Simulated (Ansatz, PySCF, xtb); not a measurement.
Noncovalent pair: PH3 (SMILES P) (first 4 atoms) with ClH3Si (SMILES [SiH3]Cl); geometry from B3LYP-D3(BJ)/def2-TZVP, rigid monomers moved along the line of their centres of mass till P1···Cl6 is 5.08 Å.
(charge 0, multiplicity 1):
```tsv
atom	x (Å)	y (Å)	z (Å)
P	0.1101	-0.2979	0.0566
H	1.3546	-0.9260	0.3115
H	0.3210	-0.2433	-1.3463
H	0.6215	1.0053	0.2767
Si	-0.9400	-0.7257	5.6421
Cl	0.8875	0.0587	5.0668
H	-1.6418	0.2917	6.4489
H	-0.6857	-1.9356	6.4483
H	-1.7086	-1.0555	4.4286
```

Interaction energies are E(AB) − E(A) − E(B) at the monomers' geometry in the complex; basis-set methods are counterpoise corrected. Rows marked so take none.

Correlated levels freeze the cores. Rows in 3-21G, 6-31G* carry no dispersion term and start afresh at each structure (6-31G* with six Cartesian d functions).

Run with Ansatz (a first-principles code) with Gaussian orbitals; PySCF for 3-21G rows, 6-31G* rows, the dispersion terms; xtb for the GFN methods. Each number belongs to the level named beside it.

| level | interaction energy (kcal/mol) |
|---|---|
| GFN-FF | -0.43 |
| B3LYP/3-21G (no counterpoise) | -0.34 |
| B3LYP/6-31G* | … |
| B3LYP/6-31G* (no counterpoise) | -0.18 |
| B3LYP-D3(BJ)/def2-TZVPPD | -0.43 |
| PBE0/def2-TZVPPD | -0.21 |
| wB97M-V/def2-TZVPPD | -0.42 |
| SCS-MP2/aug-cc-pV(D+d)Z | -0.36 |
| CCSD(T)/aug-cc-pV(D+d)Z | -0.40 |

Q: What belongs in the gaps?

A: 
- B3LYP/6-31G*, interaction energy (kcal/mol): -0.12
